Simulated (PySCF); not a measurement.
SMILES [SiH2]([Ge]([CH3])([CH3])[CH3])N (C3H13GeNSi) (GFN2-xTB optimised geometry):

```
19

Si    -1.815     0.044     0.000
N     -2.308    -0.908    -1.349
Ge     0.541     0.044     0.000
C      1.321    -1.635     0.730
C      1.329     0.283    -1.819
C      1.259     1.528     1.115
H     -2.407    -0.628     1.159
H     -2.339     1.425     0.000
H     -1.826    -0.791    -2.226
H     -3.291    -1.047    -1.516
H      2.407    -1.597     0.717
H      1.007    -2.496     0.147
H      1.004    -1.796     1.757
H      0.966     1.193    -2.289
H      2.412     0.347    -1.760
H      1.080    -0.553    -2.468
H      0.917     1.444     2.143
H      0.940     2.496     0.737
H      2.346     1.515     1.123
```

Method: CAM-B3LYP/def2-SVP (PySCF).

Question: What are the frontier orbital energies and the dipole moment?

Answer: HOMO-2 -9.36 eV, HOMO-1 -8.93 eV, HOMO -8.32 eV, LUMO 1.47 eV, LUMO+1 2.35 eV; dipole moment 1.14 D.

On the same geometry PBE/def2-SVP (PySCF) gives HOMO-2 -6.78 eV, HOMO-1 -6.40 eV, HOMO -5.52 eV, LUMO -0.37 eV, LUMO+1 0.47 eV; dipole moment 1.17 D.

Meta-Löwdin charges at CAM-B3LYP/def2-SVP: Si1 0.54, N2 -0.68, Ge3 0.55, C4 -0.49, C5 -0.49, C6 -0.50, H7 -0.12, H8 -0.15, H9 0.21, H10 0.21, H11 0.10, H12 0.10, H13 0.10, H14 0.10, H15 0.11, H16 0.10, H17 0.10, H18 0.10, H19 0.10.
